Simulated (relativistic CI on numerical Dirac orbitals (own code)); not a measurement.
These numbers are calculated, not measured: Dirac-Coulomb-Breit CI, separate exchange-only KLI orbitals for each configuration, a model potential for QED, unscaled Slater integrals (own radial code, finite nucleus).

The strongest absorption lines from the ground level of an ion, among the configurations computed and to levels below about 1720 eV (vacuum wavelength in Å, gf): 7.9938 (0.45), 8.1904 (0.52), 8.2083 (0.92), 8.2294 (1.8), 8.2407 (3.7), 8.2651 (0.69), 8.4176 (2.1), 8.4642 (0.54).

Problem. Which ion is it?
A. Zn XXIII
B. Ge XXVII
C. Se XXVII
D. Ge XXV

Solution. D. Ge XXV has 8 electrons and the ground level 2s²2p⁴ ³P2; the strongest line goes to 2s²2p³3d ³D°3. The pattern of lines fixes the number of electrons, and along that sequence the line energies rise steadily with the charge (about as its square where n changes within one kind of shell, about linearly where n is kept but much faster in heavy ions where fine structure, which grows about as Z⁴, sets the gap, and irregularly where shells cross), which fixes Z. Configurations outside the model, such as inner-shell arrays, can give stronger lines. At this charge energies of transitions that change n are usually good to better than 1 %, and those within a shell (Δn = 0) to a few per cent.

LS names give the leading component of a level, which can be under half, so a name can repeat, a term be missing and a line seem to break the LS rules.
